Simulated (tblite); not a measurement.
Species: C₅H₅NO₂Si.
Bonds: C1–C2 (aromatic), C2–N3 (aromatic), N3–C4 (aromatic), C4–C5 (aromatic), C5–C6 (aromatic), C5–O7, O7–Si8, Si8–O9, C1–C6 (aromatic), C4–O9. Hydrogens: H10 on C1; H11 on C2; H12 on C6; H13, H14 on Si8.

Computed with GFN2-xTB (tblite), gas phase: L-BFGS steps from a force-field or distance-geometry start until the largest atomic force falls under 0.01 eV/Å.

Step 21: E = -711.4227 eV
```
atom  x, y, z in Å  |  force x, y, z in eV/Å
C1     -2.1136    0.3102    0.0637   -0.066  -0.010  -0.075
C2     -1.9166   -0.9925   -0.3489   -0.010   0.058  -0.036
N3     -0.7118   -1.5351   -0.5477    0.014   0.097   0.034
C4      0.3141   -0.7583   -0.3166   -0.040   0.086   0.102
C5      0.2199    0.5838    0.1052   -0.072   0.042   0.053
C6     -1.0169    1.1460    0.2907   -0.098  -0.050   0.011
O7      1.4284    1.1613    0.3264   -0.012  -0.068  -0.016
Si8     2.6118    0.0210    0.1157   -0.048  -0.086  -0.117
O9      1.5916   -1.1719   -0.4191   -0.084  -0.047   0.038
H10    -3.1081    0.6987    0.2173   -0.027  -0.066  -0.038
H11    -2.7512   -1.6555   -0.5388    0.082   0.035   0.024
H12    -1.1543    2.1698    0.6090    0.118  -0.079  -0.001
H13     3.4664    0.3897   -0.9870    0.122   0.069  -0.042
H14     3.1396   -0.3678    1.4077    0.122   0.019   0.061
```

Step 22: E = -711.4287 eV
```
atom  x, y, z in Å  |  force x, y, z in eV/Å
C1     -2.1148    0.3131    0.0533   -0.058  -0.020  -0.057
C2     -1.9174   -0.9898   -0.3546   -0.019   0.048  -0.052
N3     -0.7130   -1.5357   -0.5391    0.053   0.073   0.041
C4      0.3123   -0.7631   -0.2929   -0.018   0.106   0.066
C5      0.2204    0.5793    0.1288   -0.088  -0.006   0.043
C6     -1.0184    1.1427    0.2960   -0.063  -0.020   0.016
O7      1.4292    1.1527    0.3565   -0.013  -0.078  -0.034
Si8     2.6148    0.0187    0.1139   -0.123  -0.030  -0.136
O9      1.5888   -1.1779   -0.3965   -0.068  -0.084   0.042
H10    -3.1080    0.7067    0.1918   -0.068  -0.052  -0.034
H11    -2.7498   -1.6484   -0.5600    0.034   0.003   0.023
H12    -1.1598    2.1664    0.6066    0.121  -0.012   0.026
H13     3.4322    0.3916   -1.0132    0.163   0.085  -0.083
H14     3.1828   -0.3566    1.3871    0.146  -0.013   0.139
```

Step 23: E = -711.4352 eV
```
atom  x, y, z in Å  |  force x, y, z in eV/Å
C1     -2.1173    0.3168    0.0386   -0.033  -0.008  -0.022
C2     -1.9187   -0.9859   -0.3632   -0.023   0.022  -0.063
N3     -0.7142   -1.5356   -0.5265    0.056   0.024   0.038
C4      0.3090   -0.7685   -0.2606    0.005   0.073   0.006
C5      0.2193    0.5729    0.1613   -0.080  -0.042   0.029
C6     -1.0214    1.1385    0.3036   -0.024   0.009   0.019
O7      1.4294    1.1396    0.3962    0.002  -0.074  -0.056
Si8     2.6167    0.0147    0.1085   -0.116   0.019  -0.071
O9      1.5832   -1.1881   -0.3658   -0.024  -0.088   0.055
H10    -3.1090    0.7167    0.1566   -0.115  -0.031  -0.033
H11    -2.7478   -1.6391   -0.5880   -0.024  -0.040   0.015
H12    -1.1655    2.1623    0.6042    0.113   0.073   0.060
H13     3.3913    0.3957   -1.0474    0.155   0.083  -0.084
H14     3.2443   -0.3406    1.3601    0.109  -0.020   0.106
```

Q: Estimate the geometry and energy of step 24. (The exact step hangs on the optimiser's Hessian estimate; all steps are aligned on step 23, rigid shifts and turns removed.)

A: E = -711.4388 eV, largest force 0.160 eV/Å
```
atom  x, y, z in Å  |  force x, y, z in eV/Å
C1     -2.1197    0.3196    0.0294   -0.033   0.006   0.004
C2     -1.9199   -0.9830   -0.3695   -0.018   0.002  -0.053
N3     -0.7153   -1.5346   -0.5183    0.018  -0.024   0.021
C4      0.3059   -0.7708   -0.2413    0.024   0.009  -0.032
C5      0.2170    0.5690    0.1810   -0.037  -0.051   0.010
C6     -1.0241    1.1366    0.3085   -0.008   0.038   0.025
O7      1.4294    1.1301    0.4174   -0.005  -0.041  -0.061
Si8     2.6157    0.0110    0.1026   -0.042   0.028   0.023
O9      1.5779   -1.1968   -0.3473    0.016  -0.050   0.064
H10    -3.1119    0.7207    0.1353   -0.118  -0.014  -0.034
H11    -2.7461   -1.6347   -0.6036   -0.059  -0.056   0.005
H12    -1.1661    2.1612    0.6047    0.095   0.099   0.071
H13     3.3738    0.3999   -1.0635    0.120   0.070  -0.080
H14     3.2828   -0.3288    1.3422    0.047  -0.016   0.037
```

The energy changes by -0.0036 eV. The first-order estimate −F·Δx gives -0.0053 eV and the mean of the old and new forces, exact on a quadratic surface, -0.0035 eV. The step makes an angle of 80° with the force vector and moves no atom by more than 0.044 Å.

What follows is the cost of the whole relaxation. The run took 0.22 s wall on one thread, Intel Xeon 6975P-C (x86_64), shared host with 192 logical CPUs at a one-minute load of 35.
